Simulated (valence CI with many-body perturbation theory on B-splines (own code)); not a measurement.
## Level structure of Lu I

Level of theory: configuration interaction combined with many-body perturbation theory (CI+MBPT): three valence electrons over a frozen Dirac-Fock core [Xe] 4f14, a basis of 9 s, 9 p, 10 d, 8 f, 5 g, 3 h, 1 i functions for each j, with the one-electron correlation potential Σ1, the two-electron term Σ2, the three-electron term Σ3, Breit, model QED; selected CI, second order for the rest (own B-spline code, finite nucleus).

Against 45 measured levels this calculation errs by 494 cm⁻¹ on average and by 1085 at most. These come from a selection out of the NIST Handbook of Basic Atomic Spectroscopic Data. Levels without a partner in it may be off by more, other configurations by 1,000 to 4,000 cm⁻¹. 1 measured level below the end of the list, from 25861 cm⁻¹ on, found no clear computed partner, and computed levels of the same name lie up to 3802 cm⁻¹ from them.

Levels 1 to 45 of 52, with energies above the lowest level, 5d 6s2 2D_3/2. "Leading %" is the weight of the configuration and term that name the level; weights of strongly mixed levels are sums over their largest components and can fall short. In the jj column 3d3/2^4 stands for four electrons in 3d with j = 3/2. Lifetimes count E1, E2, E3, M1 and M2 decay at the calculated energies, and are blank where another channel may lead or the interval is too uncertain; long ones can be off by a factor of two.

```csv
No.,Configuration,Term,J,E (cm⁻¹),Leading %,g,Leading jj,Lifetime
1,5d 6s2,2D,3/2,0.0,90,0.799,5d3/2 6s^2 (90 %),
2,5d 6s2,2D,5/2,1904,90,1.200,5d5/2 6s^2 (90 %),13.4 s
3,6s2 6p,2P°,1/2,4517,84,0.665,6s^2 6p1/2 (84 %),3.92 μs
4,6s2 6p,2P°,3/2,7880,83,1.334,6s^2 6p3/2 (83 %),1.22 μs
5,5d 6s 6p,4F°,3/2,17089,86,0.451,5d3/2 6s 6p1/2 (91 %),573 ns
6,5d2 6s,4F,3/2,17929,96,0.409,5d3/2^2 6s (78 %),
7,5d 6s 6p,4F°,5/2,18151,81,1.058,5d3/2 6s 6p1/2 (60 %),464 ns
8,5d2 6s,4F,5/2,18447,95,1.030,5d3/2 5d5/2 6s (52 %),
9,5d2 6s,4F,7/2,19237,97,1.237,5d3/2 5d5/2 6s (85 %),15.9 ms
10,5d 6s 6p,4F°,7/2,20050,93,1.244,5d5/2 6s 6p1/2 (45 %),3.03 μs
11,5d2 6s,4F,9/2,20181,97,1.332,5d5/2^2 6s (70 %),9.02 s
12,5d 6s 6p,4D°,1/2,20396,92,0.036,5d3/2 6s 6p1/2 (57 %),1.10 μs
13,5d 6s 6p,4D°,3/2,20818,81,1.159,5d3/2 6s 6p3/2 (43 %),2.45 μs
14,5d2 6s,4P,1/2,20841,68,2.629,5d3/2^2 6s (42 %),
15,5d 6s 6p,2D°,5/2,21053,67,1.216,5d3/2 6s 6p3/2 (46 %),82.7 ns
16,5d 6s 6p,2D°,3/2,21676,72,0.858,5d5/2 6s 6p1/2 (44 %),48.1 ns
17,5d2 6s,4P,3/2,21750,74,1.698,5d3/2 5d5/2 6s (74 %),6.85 μs
18,5d 6s 6p,4D°,5/2,21782,84,1.380,5d5/2 6s 6p1/2 (50 %),1.14 μs
19,5d2 6s,4P,5/2,22059,54,1.455,5d3/2 5d5/2 6s (58 %),1.66 μs
20,5d 6s 6p,4F°,9/2,22199,97,1.334,5d5/2 6s 6p3/2 (97 %),
21,5d 6s 6p,4D°,7/2,23065,89,1.417,5d5/2 6s 6p3/2 (56 %),2.87 μs
22,5d2 6s,2D,3/2,23754,75,0.841,5d3/2 5d5/2 6s (35 %),208 ns
23,5d2 6s,2F,5/2,23784,49,1.091,5d3/2 5d5/2 6s (42 %),2.52 μs
24,5d 6s 6p,4P°,1/2,23796,93,2.624,5d3/2 6s 6p3/2 (87 %),5.83 μs
25,5d 6s 6p,4P°,3/2,23965,84,1.663,5d3/2 6s 6p3/2 (57 %),2.03 μs
26,6s2 7s,2S,1/2,24625,80,2.010,6s^2 7s (80 %),13.4 ns
27,5d 6s 6p,4P°,5/2,24761,76,1.523,5d5/2 6s 6p3/2 (65 %),354 ns
28,5d2 6s,2D,5/2,24919,40,1.110,5d5/2^2 6s (59 %),751 ns
29,5d2 6s,2F,7/2,25534,70,1.094,5d3/2 5d5/2 6s (64 %),7.24 μs
30,5d2 6s,2G,9/2,26812,91,1.113,5d3/2 5d5/2 6s (66 %),59.4 μs
31,5d2 6s,2G,7/2,27055,73,0.939,5d5/2^2 6s (53 %),50.3 μs
32,5d 6s 6p,2F°,5/2,27539,74,0.884,5d5/2 6s 6p1/2 (41 %),12.0 ns
33,5d2 6s,2P,1/2,27900,72,0.832,5d3/2 5d5/2 6s (57 %),59.7 ns
34,5d2 6s,2P,3/2,28853,78,1.319,5d5/2^2 6s (44 %),239 ns
35,5d 6s 6p,2F°,7/2,28985,81,1.148,5d5/2 6s 6p3/2 (42 %),132 ns
36,5d 6s 6p,2D°,3/2,29405,48,0.995,5d3/2 6s 6p1/2 (27 %),4.54 ns
37,6s2 7p,2P°,1/2,29662,53,0.666,6s^2 7p1/2 (53 %),7.06 ns
38,5d 6s 6p,2F°,5/2,29882,72,0.885,5d3/2 6s 6p3/2 (60 %),5.21 ns
39,5d2 6s,2S,1/2,30309,43,1.938,5d5/2^2 6s (60 %),23.8 ns
40,6s2 7p,2P°,3/2,30582,43,1.180,6s^2 7p3/2 (43 %),8.47 ns
41,5d 6s 6p,2P°,3/2,31166,61,1.300,5d5/2 6s 6p3/2 (32 %),7.35 ns
42,5d 6s 6p,2F°,7/2,31383,73,1.145,5d5/2 6s 6p3/2 (55 %),4.11 ns
43,5d 6s 6p,2P°,1/2,31703,76,0.671,5d5/2 6s 6p3/2 (46 %),6.86 ns
44,6s2 6d,2D,3/2,31998,82,0.802,6s^2 6d3/2 (82 %),10.2 ns
45,5d 6s 6p,2D°,5/2,32013,67,1.169,5d5/2 6s 6p3/2 (64 %),3.17 ns
```

Names give the largest LS component (configuration and term), which can be under half, so a name can repeat, a term be missing and a line seem to break the LS rules; names also repeat where a configuration has a term twice.

The ionisation energy to 6s2 1S_0 of the next ion comes out as 5.4885 eV (NIST: 5.42587 eV (measured), further off than twice its uncertainty). All 52 levels together are meant to be complete up to 35356 cm⁻¹.
